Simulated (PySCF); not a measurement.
Molfile (atoms numbered from 1):
```
C5H10Se
     RDKit          3D

 16 15  0  0  0  0  0  0  0  0999 V2000
    2.9141    0.1826    1.9059 C   0  0  0  0  0  0  0  0  0  0  0  0
    1.6312   -0.1342    1.7166 C   0  0  0  0  0  0  0  0  0  0  0  0
    1.0347   -1.6716    0.7909 Se  0  0  0  0  0  2  0  0  0  0  0  0
   -0.6931   -0.9624    0.2250 C   0  0  0  0  0  0  0  0  0  0  0  0
   -0.6113    0.0932   -0.8638 C   0  0  0  0  0  0  0  0  0  0  0  0
   -1.9820    0.6063   -1.2801 C   0  0  0  0  0  0  0  0  0  0  0  0
    3.1890    1.0434    2.5218 H   0  0  0  0  0  0  0  0  0  0  0  0
    3.7287   -0.4022    1.4686 H   0  0  0  0  0  0  0  0  0  0  0  0
    0.8298    0.4707    2.1585 H   0  0  0  0  0  0  0  0  0  0  0  0
   -1.2605   -1.8444   -0.1133 H   0  0  0  0  0  0  0  0  0  0  0  0
   -1.2025   -0.5791    1.1243 H   0  0  0  0  0  0  0  0  0  0  0  0
    0.0133    0.9302   -0.5081 H   0  0  0  0  0  0  0  0  0  0  0  0
   -0.0803   -0.3291   -1.7330 H   0  0  0  0  0  0  0  0  0  0  0  0
   -2.6148   -0.2075   -1.6695 H   0  0  0  0  0  0  0  0  0  0  0  0
   -2.5162    1.0625   -0.4310 H   0  0  0  0  0  0  0  0  0  0  0  0
   -1.8994    1.3692   -2.0690 H   0  0  0  0  0  0  0  0  0  0  0  0
  1  2  2  0
  2  3  1  0
  3  4  1  0
  4  5  1  0
  5  6  1  0
  1  7  1  0
  1  8  1  0
  2  9  1  0
  4 10  1  0
  4 11  1  0
  5 12  1  0
  5 13  1  0
  6 14  1  0
  6 15  1  0
  6 16  1  0
M  END
```

Geometry: PBE0-D3(BJ)/def2-SVP; GIAO shifts from PySCF, gas phase, non-relativistic, averaged over equivalent atoms.

At PBE0/pcSseg-1 (176 basis functions, 18 s wall time on 1 thread of an x86-64 server CPU, shared host):
```csv
atoms,δ (ppm)
C2,148.4
C1,125.2
C4,37.5
C5,30.1
C6,16.8
Se3,314.7
H9,6.30
H7,5.73
H8,5.68
H10/H11,2.14
H12/H13,1.46
H14/H15/H16,1.00
```

References, each an isolated molecule treated in the same way: $^{13}$C (σ = 184.41 ppm) and $^{1}$H (σ = 31.27 ppm) vs TMS; $^{77}$Se (σ = 1769.71 ppm) against Me2Se.

**Question.** Estimate the result of repeating the calculation with CAM-B3LYP/pcSseg-1.

**Answer.** 
| atoms | δ at CAM-B3LYP/pcSseg-1 | change |
| --- | --- | --- |
| C2 | 152.4 | +4.0 |
| C1 | 127.9 | +2.7 |
| C4 | 37.2 | -0.3 |
| C5 | 30.2 | +0.1 |
| C6 | 16.7 | -0.1 |
| Se3 | 312.6 | -2.1 |
| H9 | 6.22 | -0.08 |
| H7 | 5.66 | -0.07 |
| H8 | 5.63 | -0.05 |
| H10/H11 | 2.06 | -0.08 |
| H12/H13 | 1.44 | -0.02 |
| H14/H15/H16 | 1.01 | +0.01 |

Referencing at the same level of theory: TMS for $^{13}$C (σref 182.45) and $^{1}$H (σref 31.33); $^{77}$Se (σref 1723.10) vs Me2Se.

The largest change is at C2 (alkene CH). Cost: 176 basis functions, 23 s wall time on 1 thread of an x86-64 server CPU, shared host. The order of the carbon signals is the same at both levels.

Relativistic effects, spin–orbit coupling among them, are left out; they matter for Se and for the light atoms bonded to it.
